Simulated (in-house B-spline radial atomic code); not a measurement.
## BHandHLYP excitations of the nitrogen ion N⁵⁺

Method: BHandHLYP. Computed with a B-spline radial code for spherical atoms: linear response of the closed shell 1s2 with the functional's adiabatic kernel; non-relativistic, point nucleus, no spin-orbit coupling, no double excitations, S, P, D and F terms only.

Command:
```bash
python run_td.py task.json out
```
Settings (radii: box in bohr, nucleus in fm):
```
Z                        7
electrons                2
configuration            1s2
hamiltonian              nr
method                   bhandhlyp
box_radius               16.35
intervals                47
```

Run time, properties included: 0.1 s on 1 thread of Arm Neoverse N1 (shared host).

The lowest states, in the order of their Tamm-Dancoff energies; the method's threshold (minus the highest occupied level) is 532.56 eV. Labels give the largest channel, * marks a mixed state, and oscillator strengths are full-response dipole values. Semilocal kernels can invert the small singlet-triplet splittings of Rydberg terms. Energies in eV:

| state | full response | Tamm-Dancoff | oscillator strength |
| --- | --- | --- | --- |
| 1s → 2s 3S | 406.65 | 406.71 | - |
| 1s → 2p 3P | 414.24 | 414.29 | - |
| 1s → 2s 1S | 416.91 | 417.02 | - |
| 1s → 2p 1P | 422.39 | 422.44 | 0.623 |
| 1s → 3s 3S | 481.75 | 481.76 | - |
| 1s → 3d 3D | ? | ? | - |
| 1s → 3p 3P | 483.91 | 483.92 | - |
| 1s → 3s 1S | ? | ? | - |
| 1s → 3d 1D | 484.86 | 484.87 | - |
| 1s → 3p 1P | 485.51 | 485.51 | 0.133 |
| 1s → 4s 3S | 504.81 | 504.82 | - |
| 1s → 4d 3D | 505.64 | 505.64 | - |
| 1s → 4p 3P | 505.66 | 505.66 | - |
| 1s → 4s 1S | 505.65 | 505.66 | - |
| 1s → 4d 1D | 506.08 | 506.09 | - |
| 1s → 4p 1P | 506.29 | 506.30 | 0.0517 |

Task: Where does 1s → 3d 3D lie?

Result: At 483.86 eV in full response, 483.86 eV in Tamm-Dancoff.

Task: Where does 1s → 3s 1S lie?

Result: At 483.90 eV in full response, 483.93 eV in Tamm-Dancoff.

Task: How large is the singlet-triplet splitting of 1s → 2s (S terms) in Tamm-Dancoff?

Result: 10.3 eV, from the unrounded values.

Task: What polarisabilities and dispersion coefficient does the method give?

Result: Dipole 0.004714 bohr³, quadrupole 0.0003962 bohr⁵, C6 0.0003067 hartree·bohr⁶ for two such species.
